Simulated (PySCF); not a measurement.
**Platinum: highly charged ions in a basis for the neutral atom**

Pt⁵⁺ [Xe] 4f14 5d5, Pt⁶⁺ [Xe] 4f14 5d4. Computed with PySCF 2.14 in cc-pVDZ-PP with ECP60MDF, with scalar relativity through the core potential. No spin-orbit coupling, so a gap to NIST mixes the basis error with missing relativistic terms.

Changed run: basis of the neutral atom used for a highly charged ion. This setting is unsound on purpose.

```csv
species,method,sound run (hartree),changed run (hartree),converged
Pt⁵⁺,UHF,not run,-112.91921,yes
Pt⁵⁺,M06-2X,not run,-113.30807,yes
Pt⁵⁺,LDA,not run,-113.17950,yes
Pt⁶⁺,UHF,not run,-110.11142,yes
Pt⁶⁺,M06-2X,not run,-110.47855,yes
Pt⁶⁺,LDA,not run,-110.34590,yes
```

Ionisation energy of Pt⁵⁺:

```json
{"method": "UHF", "changed run (eV)": "76.404", "NIST (eV)": "75 ± 2"}
{"method": "M06-2X", "changed run (eV)": "76.995", "NIST (eV)": "75 ± 2"}
{"method": "LDA", "changed run (eV)": "77.106", "NIST (eV)": "75 ± 2"}
```

The contracted functions were made for the neutral atom and can be too rigid for a highly charged ion.
